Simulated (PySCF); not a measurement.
Job file and geometry (Å, from PBE0-D3(BJ)/def2-SVP) of a spin–spin coupling run on pentafluorogermanate anion ([F][Ge@TB2-]([F])([F])([F])[F], [F₅Ge]-), B3LYP/pcJ-1 Ge:pcSseg-1 indirect spin-spin coupling, non-relativistic, gas phase (PySCF 2.14.0, density-fitted response routines); density fitting, a coarse starting grid and PySCF grid level 2 are the driver's defaults:

```
$ OMP_NUM_THREADS=1 python probes_run.py task.json out

{"job": {"kind": "j", "xc": "B3LYP", "basis": "pcJ-1"}, "charge": -1, "multiplicity": 1}
F     -1.726308    -0.078910    -0.395457
Ge     0.004689    -0.005260    -0.007413
F      0.205702     1.303167    -1.156336
F     -0.383689     0.360449     1.662288
F      0.189701    -1.671833    -0.519819
F      1.737230     0.061944     0.373866
```

Task: What does the program print?

Result: 
```
coarse grid: 33920 points
cycle   1  E = -2576.0115950596  dE = -3.395e-01  |g| = 1.638e+00  |ddm| = 2.618e+00
cycle   2  E = -2575.5293630848  dE =  4.822e-01  |g| = 2.524e+00  |ddm| = 2.254e+00
cycle   3  E = -2576.3268160709  dE = -7.975e-01  |g| = 8.136e-02  |ddm| = 1.489e+00
cycle   4  E = -2576.3275056250  dE = -6.896e-04  |g| = 4.264e-02  |ddm| = 6.032e-02
cycle   5  E = -2576.3276793861  dE = -1.738e-04  |g| = 6.114e-03  |ddm| = 1.546e-02
cycle   6  E = -2576.3276833022  dE = -3.916e-06  |g| = 2.803e-03  |ddm| = 5.175e-03
final grid: 71064 points
cycle   7  E = -2576.3275769160  dE =  2.302e-06  |g| = 5.069e-03  |ddm| = 3.862e-03
cycle   8  E = -2576.3275687997  dE =  8.116e-06  |g| = 9.181e-03  |ddm| = 6.823e-03
cycle   9  E = -2576.3275804556  dE = -1.166e-05  |g| = 1.263e-04  |ddm| = 4.405e-03
cycle  10  E = -2576.3275804566  dE = -1.014e-09  |g| = 1.174e-05  |ddm| = 4.081e-05
cycle  11  E = -2576.3275804566  dE = -8.185e-12  |g| = 5.770e-06  |ddm| = 9.744e-06
converged SCF energy = -2576.3275804566

Indirect spin-spin couplings (Hz)
  i      j    bonds     total        FC       PSO       DSO        SD
  0 F    2 F    2   -195.984   -29.700  -183.668     0.130    17.253
  0 F    3 F    2   -193.881   -28.786  -182.637     0.122    17.421
  0 F    4 F    2   -196.875   -29.961  -184.356     0.131    17.311
  0 F    5 F    2     -5.534    16.196   -10.726    -5.692    -5.313
  2 F    3 F    2    -49.291   -24.677   -41.674    -2.934    19.995
  2 F    4 F    2    -47.420   -23.360   -40.478    -3.004    19.422
  2 F    5 F    2   -196.060   -30.109  -183.416     0.124    17.341
  3 F    4 F    2    -48.320   -24.008   -41.054    -2.969    19.710
  3 F    5 F    2   -194.532   -30.339  -181.956     0.105    17.659
  4 F    5 F    2   -196.473   -28.285  -185.314     0.153    16.972
```

Size and cost of the density-fitted run: 176 basis functions, 37 s wall time on 1 thread of an Arm Neoverse N1, shared host; peak memory 0.8 GiB.
